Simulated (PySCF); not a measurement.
Compound: C₆H₈FO (doublet state).
Structure used (GFN2-xTB), in Å, numbered top down from 1:
```xyz
16
C6H8FO angstrom
C      2.608    0.055   -0.050
C      1.232    0.043   -0.059
C      0.480   -0.969    0.512
C     -1.006   -0.941    0.592
C     -1.508    0.458    0.256
F     -2.855    0.426   -0.042
C     -0.735    0.981   -0.955
O      0.632    1.125   -0.659
H      3.160   -0.730    0.428
H      3.142    0.867   -0.504
H      0.992   -1.813    0.940
H     -1.342   -1.246    1.588
H     -1.450   -1.649   -0.120
H     -1.391    1.144    1.105
H     -0.877    0.287   -1.795
H     -1.090    1.972   -1.248
```

The hyperfine couplings belong to this conformer and change with its torsions.

Identity: `C=C1[CH]C[C@H](F)CO1` [radical].

Theory: PySCF, UKS B3LYP, pcH-1 on C F H O, non-relativistic, mean-field spin-orbit, GIAO. One conformer (not necessarily the lowest) at the GFN2-xTB geometry, without solvent, vibrations or thermal averaging. The geometry wasn't refined by DFT: couplings that depend on bond lengths, twists or pyramidal angles can differ widely from those at the functional's own minimum. The SCF solution wasn't tested for stability. ⟨S²⟩ is 0.776 where a pure state has 0.75.

The largest Mulliken spin populations are on C1 (+0.70), C3 (+0.62) and C2 (-0.23). The positive populations add up to 1.38 and the negative ones to -0.38, together 2S = 1. The angles at C1 add up to 360.0°, so it is planar; its axial dipolar tensor and the negative couplings of its protons fit spin in a p orbital normal to that plane.

(1) McConnell's relation a(H) = Q·ρ ties the coupling of a proton on a planar π carbon to the spin population of that carbon. What Q do the computed values give?

(2) How do the β-proton couplings of this frozen conformer go with θ, the angle between the C–H bond and the normal to the plane of the spin centre's three neighbours, both seen down the bond from centre to carbon?

## Answers

(1) 
```
  H   C    ρ(C)  a(H) (G)  a/ρ (G)
 H9  C1  +0.697    -14.55    -20.9
H10  C1  +0.697    -15.27    -21.9
H11  C3  +0.622    -13.71    -22.0
```

A least-squares line through the origin gives Q = -21.6 G with Mulliken populations. In McConnell's picture π spin on carbon polarises the C–H bond and leaves opposite spin at the proton, which makes Q negative, as found here.

(2) 
```csv
β H,on,centre,θ (°),cos²θ,a (G)
H12,C4,C3,46,0.49,+17.57
H13,C4,C3,16,0.92,+32.12
```

Couplings in gauss use g_iso = 2.0026.

Time: 64 s wall (grids of density and orbitals included); peak memory 0.97 GiB. Hardware: an Arm Neoverse V2 with one thread, on a shared host.
